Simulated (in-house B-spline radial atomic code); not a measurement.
RPA and G0W0 on B3LYP (VWN-RPA): the bromine ion Br⁵⁺

Configuration [Ar] 3d10 4s2, mean-field start B3LYP (VWN-RPA). Computed with an all-electron radial atomic-structure program (B-spline basis): all electrons, non-relativistic, point nucleus, each spin shell either full or empty, empty states to l = 9 with an (l + 1/2)⁻⁴ tail; G0W0 by contour deformation at full frequency.

Command:
```bash
python run_gw.py task.json out
```
Settings (radii: box in bohr, nucleus in fm):
```
Z                        35
electrons                30
configuration            [Ar] 3d10 4s2
hamiltonian              nr
method                   b3lyp
lmax                     9
spin_polarised           False
box_radius               10.43
intervals                50
ion_configuration        [Ar] 3d10 4s1
```

Cost of the run: 5.6 s on 1 thread of Intel(R) Xeon(R) Platinum 8488C, with other jobs on the host.

Energies (hartree):

```json
{"term": "mean-field total", "value": "-2567.78652"}
{"term": "Hartree-Fock functional on these orbitals", "value": "-2566.18377"}
{"term": "direct second order", "value": "-2.5665"}
{"term": "second-order exchange", "value": "0.74638"}
{"term": "SOSEX correction", "value": "0.68582"}
```

Question: What is the RPA correlation energy, and what remains with SOSEX?

Answer: RPA gives -2.2448 hartree (-2.04 eV per electron); RPA + SOSEX gives -1.559, and the second-order doubles -1.8201 hartree (no singles). RPA lacks exchange-type terms and so overcorrelates at short range.

Quasi-particle levels (eV):

| level | occupied | mean field | Σx - vxc | Σc | QP weight | G0W0 |
| --- | --- | --- | --- | --- | --- | --- |
| 4s | yes | -81.22 | -3.14 | ? | ? | ? |
| 3d | yes | -142.77 | -15.38 | 3.47 | 0.939 | -154.68 |
| 4p | no | -64.14 | 6.35 | -1.71 | 0.962 | -59.50 |

G0W0 = mean field + (Σx - vxc) + Σc, with Σc (partial-wave tail included) taken at the quasi-particle energy. Only the outer levels were computed. Levels of low weight are left out.

Question: Where does G0W0 put 4s?

Answer: At -86.70 eV, with Σc = -2.34 eV and a quasi-particle weight of 0.965. The tabulated removal energy is 87.39 ± 0.025 eV (NIST, measured); the calculation leaves out relativity, Breit and QED terms, and what these don't explain is the method's own error.

Question: What does it cost to remove one electron (to [Ar] 3d10 4s1) by differences of total energies, each species on its own start (correlation terms add to the Hartree-Fock functional)?

Answer: B3LYP (VWN-RPA) 86.76 eV, Hartree-Fock functional 84.02 eV, + RPA 86.54 eV, + RPA + SOSEX 85.96 eV, + second order 86.83 eV. Tabulated: 87.39 ± 0.025 eV (NIST, measured); the calculation leaves out relativity, Breit and QED terms, and what these don't explain is the method's own error.
